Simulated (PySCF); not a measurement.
Checking a proposed structure

A compound C4H8OSi gives the data below (simulated from a calculation) and was assigned the structure `CC#C[SiH2]OC`.

¹³C{¹H} NMR (computed): δ 55.0 (C), 34.0 (CH2, 2C), 6.2 (CH).

¹H NMR (500 MHz, computed): δ 4.99 (s, 3H), 2.14 (m, 1H), 1.78 (m, 2H), 0.57 (m, 2H).

PySCF 2.14.0 with density-fitted response routines calculation with GFN2-xTB structure and shielding tensors at PBE0/pcSseg-1 (GIAO); no relativistic terms, one computed conformer, one averaged value for each set of equivalent atoms, gas phase.

Shifts are taken against calculated references (same method and geometry level): ¹H, ¹³C against TMS.

**Question.** Compare with the shifts computed for the proposed structure, pairing carbons in order of shift.

**Answer.** Structure with atom numbers: `[CH3:1][C:2]#[C:3][SiH2:4][O:5][CH3:6]`. Hydrogens are named by the atom that carries them.

```
atom  computed for proposal  given list  difference
  C2                  113.0        55.0       +58.0
  C3                   84.4        34.0       +50.4
  C6                   53.0        34.0       +19.0
  C1                    5.9         6.2        -0.3
```

The rms difference is 39.6 ppm and the largest +58.0 ppm at C2 (alkyne carbon). The proposal also would give 4 carbon signals, not 3. The carbon types in order of shift don't match either: C, C, CH3, CH3 for the proposal against C, CH2, CH2, CH in the data. The proposal doesn't fit.

**Question.** Which isomer fits?

**Answer.** `[SiH3]O[C@]12C[C@H]1C2`.

Carbon types of the structure: 1 × C, 1 × CH, 2 × CH2, leaving 3 H on heteroatoms. δC 55.0, 34.0, 6.2: three-membered-ring carbon. δH 4.99: hydrogen on a silicon bonded to O. δH 2.14, 1.78, 0.57: hydrogen on a three-membered-ring carbon.

This is the structure that produced the data.

Shifts are as computed. Against solution values, carbons near 30 ppm lie about +3 ppm off and those near 130 ppm about +5 ppm. Of 1309 compounds with measured shifts, 239 miss one by over three times the rms of a fit or turn the order of signals round; such compounds aren't used in these exercises. Multiplicities follow the n + 1 count of equivalent neighbours, as no J values were calculated; m marks all less simple cases, F and P coupling included.
